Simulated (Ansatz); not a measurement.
Basis-set extrapolation for `CN(C)BF` (PBE0-D4/def2-TZVP geometry, frozen core, the Gaussian-basis code of Ansatz). Multiplicity 1, RHF reference.

|  | def2-TZVPP | def2-QZVPP |
| --- | --- | --- |
| HF | -258.583659 | -258.595892 |
| MP2 correlation | -0.911208 | -0.978725 |
| CCSD(T) correlation | -0.983288 | not run |

Energies in hartree. Use E(X) = E(∞) + A·exp(−7.88·√X) for Hartree–Fock and E(X) = E(∞) + B·X^(−2.97) for correlation, with X = 3 and 4, and add CCSD(T) minus MP2 of the smaller set to the MP2 limit.

What is the CCSD(T) energy at the basis-set limit?

HF limit: -258.595892 + (-0.012233) × 0.13774 = -258.59758. MP2 limit: -0.978725 + (-0.067517) × 0.74074 = -1.02874. Higher-order term: -0.983288 − (-0.911208) = -0.07208. Total: -259.69840 hartree, 82.5 kcal/mol below CCSD(T)/def2-TZVPP.
